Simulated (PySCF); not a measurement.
Ge(F)(Br)(OH)2 (BrFGeH2O2), SMILES [Br][Ge]([F])([OH])[OH].

Geometry optimised at B3LYP-D3(BJ)/def2-SVP. The structure was generated by enumeration, and PubChem lists no compound with its InChIKey, so it may never have been made. The values are those of a single conformer.

Two levels are set side by side: PBE/def2-TZVP (PySCF) and B3LYP/def2-TZVP (PySCF). Same geometry, gas phase. Differences are taken from unrounded values.

```
quantity                       PBE
---------------------------  -----
orbital gap (eV)              5.28
highest occupied level (eV)  -7.65
lowest empty level (eV)      -2.37
dipole moment (D)             1.74
mean polarisability (bohr³)   54.5
```

These are the PBE values. What does B3LYP give? (The exact figures need the calculation; the answer reports its results.)


```csv
quantity,B3LYP,PBE minus B3LYP
orbital gap (eV),7.05,-1.77
highest occupied level (eV),-8.78,1.13
lowest empty level (eV),-1.73,-0.64
dipole moment (D),1.75,-0.01
mean polarisability (bohr³),52.4,2.1
```

Without exact exchange PBE keeps part of each electron's self-repulsion, which lifts occupied levels and narrows the gap. Loosely held outer electrons make PBE densities more polarisable. Differences between two approximate levels are no errors against the true value.

Rough cost on one machine, each run with all the roots and properties that it gave: B3LYP against PBE within a factor of 2.
